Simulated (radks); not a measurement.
All-electron atom: Mg3+ in [He] 2s2 2p5. Method: scalar-relativistic Kohn-Sham, LDA (Slater exchange, Perdew-Wang correlation), spin-unpolarised, spherical densities, finite nucleus; Fermi nuclear charge, rms radius 3.057 fm; computed with a radial shooting solver on a logarithmic mesh with Libxc functionals.

X-ray form factor f0, the Fourier transform of the density (f0(0) = 9):

| sin(theta)/lambda (1/angstrom) | f0 (electrons) |
|---|---|
| 0.05 | 8.932 |
| 0.1 | 8.732 |
| 0.15 | 8.414 |
| 0.2 | 7.999 |
| 0.25 | 7.512 |
| 0.3 | 6.979 |
| 0.4 | 5.872 |
| 0.5 | 4.834 |
| 0.6 | 3.950 |
| 0.8 | 2.712 |
| 1 | 2.030 |
| 1.25 | 1.608 |
| 1.5 | 1.391 |
| 2 | 1.118 |
